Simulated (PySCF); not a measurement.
imidazole (C3H4N2), SMILES c1c[nH]cn1.

The structure is a stationary point at PBE0-D3(BJ)/def2-SVP.

These are ωB97X/def2-TZVP (PySCF) values and carry that method's errors.

Symmetry labels are those of the subgroup Cs that the program uses (full group Cs).

List the valence orbital energies around the gap with their symmetry. (Estimate from the structure and the level; the computed values follow.)


| orbital | symmetry | energy (eV) |
|---|---|---|
| HOMO−7 | A' | -18.52 |
| HOMO−6 | A" | -15.12 |
| HOMO−5 | A' | -14.95 |
| HOMO−4 | A' | -14.81 |
| HOMO−3 | A' | -13.95 |
| HOMO−2 | A" | -10.58 |
| HOMO−1 | A' | -10.28 |
| HOMO | A" | -8.94 |
| LUMO | A" | 2.85 |
| LUMO+1 | A' | 3.06 |
| LUMO+2 | A" | 3.97 |
| LUMO+3 | A' | 4.58 |
